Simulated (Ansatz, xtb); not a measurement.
Isomers of C5H4Cl2O2 in order of energy

5 gas-phase structures of C5H4Cl2O2, from a drawn sample of its isomers (lower ones may exist). Each was relaxed with GFN2-xTB; where two conformers were screened, the lower at r2SCAN-D4/def2-SVP is listed:

A. `O=C(Cl)[C@@H]1C[C@H]1C(=O)Cl`, a singlet
B. `O=C1OCC=C1C(Cl)Cl`, a singlet
C. `O=C1CC(C(Cl)Cl)=CO1`, a singlet
D. `O=C1C=C(C(Cl)Cl)OC1`, a singlet
E. `O=C(O)[C@@H]1CC1=C(Cl)Cl`, a singlet

Question: Make a reasoned guess at their ranking by r2SCAN-D4/def2-SVP single-point energy.

Answer: Calculated order at r2SCAN-D4/def2-SVP: A (0.000), B (0.205), C (0.218), D (0.710), E (1.196) eV. Less than 1 kcal/mol parts B and C, so the order within that pair means little. CCSD(T)/def2-SVP + ΔMP2/def2-TZVPP after further relaxation puts B lowest instead.

Energies above the lowest of each column, in eV; the last columns are at B3LYP-D3(BJ)/def2-SVP geometries and were run for some of them only (a dash: not run or not comparable):

| structure | GFN2-xTB | HF/STO-3G | r2SCAN-D4/def2-SVP | B3LYP-D3(BJ)/def2-SVP | CCSD(T)/def2-SVP + ΔMP2/def2-TZVPP |
| --- | --- | --- | --- | --- | --- |
| A | 0.387 | 0.986 | 0.000 | 0.000 | 0.106 |
| B | 0.116 | 0.183 | 0.205 | 0.061 | 0.000 |
| C | 0.000 | 0.000 | 0.218 | 0.095 | 0.082 |
| D | 0.523 | 0.517 | 0.710 | 0.602 | – |
| E | 0.966 | 2.408 | 1.196 | – | – |

CCSD(T)/def2-SVP + ΔMP2/def2-TZVPP puts B lowest of those it was run on; GFN2-xTB picks C, HF/STO-3G picks C, r2SCAN-D4/def2-SVP picks A, B3LYP-D3(BJ)/def2-SVP picks A. CCSD(T)/def2-SVP + ΔMP2/def2-TZVPP orders those it was run on as B (0.000), C (0.082), A (0.106) eV. Less than 1 kcal/mol parts C and A, so the order within that pair means little. Some further structures that were screened fall inside this span and aren't listed. Flexible structures stand in one conformer each, not always the lowest. Frequencies (GFN2-xTB) were run for A, B, C alone. The ΔMP2 step shifts differences by up to 0.239 eV, which makes them less sure. ΔMP2 is the change of the MP2 energy from the smaller to the larger basis.

Over these structures GFN2-xTB departs from r2SCAN-D4/def2-SVP by 0.182 eV on average once a common shift is removed. A GFN2-xTB relaxation took about 0.11 s and the r2SCAN-D4/def2-SVP energy about 2.2 s on a shared host (Ansatz 0.2.0, xtb 6.7.1).
